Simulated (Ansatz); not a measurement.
Consider the redistribution: `C[N](C)[GaH][Br]` + `[OH][Ga]([OH])[SH]` → `[OH][GaH][Br]` + `C[N](C)[Ga]([OH])[SH]`.

Gas-phase electronic energies from Ansatz, PBE0-D4/def2-TZVP geometries. CBS: MP2 limit from def2 TZ/QZ plus the TZ coupled-cluster correction, frozen cores. Functionals use def2-TZVPP. B3LYP here is the variant with VWN-RPA as its local correlation; programs differ in this. For Br, Ga outer-core shells are correlated without core-valence functions, which leaves a few kJ/mol of doubt a bond. Scalar relativity is left out up to krypton. One conformer a species, not always the lowest.

`C[N](C)[GaH][Br]`:

```xyz
12

C    -1.198    0.632    0.290
N     0.048   -0.025   -0.011
C     1.134    0.385    0.844
Ga    0.282   -1.250   -1.320
Br   -1.591   -1.742   -2.551
H    -1.109    1.722    0.183
H    -1.516    0.429    1.322
H    -1.987    0.290   -0.381
H     1.325    1.464    0.761
H     2.058   -0.137    0.581
H     0.918    0.171    1.900
H     1.636   -1.940   -1.619
```

`[OH][Ga]([OH])[SH]`:

Cartesian coordinates in Å:
```
O 0.847 -1.198 1.150
Ga 0.032 -0.046 0.066
O 0.215 -0.326 -1.677
S -1.152 1.656 0.755
H 0.732 -1.022 2.086
H 0.753 -1.097 -1.874
H -1.425 2.033 -0.507
```

`[OH][GaH][Br]`:

```xyz
5

O    -0.965   -0.734   -0.671
Ga    0.147   -0.030    0.517
Br    1.523    1.618   -0.283
H    -0.883   -0.351   -1.548
H     0.177   -0.503    1.985
```

`C[N](C)[Ga]([OH])[SH]`:

```xyz
14

C    -0.267    1.399   -0.923
N     0.282    0.265   -0.230
C     1.708    0.135   -0.379
Ga   -0.709   -0.902    0.741
O    -2.478   -0.739    0.928
S     0.226   -2.604    1.754
H     0.164    2.344   -0.561
H    -0.076    1.347   -2.004
H    -1.349    1.461   -0.785
H     1.996    0.018   -1.433
H     2.081   -0.738    0.163
H     2.237    1.017    0.010
H    -2.861    0.016    0.477
H    -0.956   -3.018    2.242
```

```csv
level,ΔE (kJ/mol)
PBE0-D4,7.7
ωB97X-V,6.9
ωB97M-V,7.1
B3LYP,8.3
CCSD(T)/def2-TZVPP,9.1
HF/def2-QZVPP,5.8
HF/CBS(def2),5.8
CCSD/CBS(def2),8.9
```

What does CCSD(T)/CBS give? (Best estimate.)

Computed: +9.3 kJ/mol. The listed levels differ from it by -1.6, -2.4, -2.2, -1.0, -0.2, -3.5, -3.5, -0.4 kJ/mol.

Largest T1 diagnostic among the species: 0.014.

In def2-TZVPP, CCSD(T) changes the Hartree–Fock value by +3.2 kJ/mol (the triples alone add +0.4 kJ/mol) and MP2 by +3.5 kJ/mol.
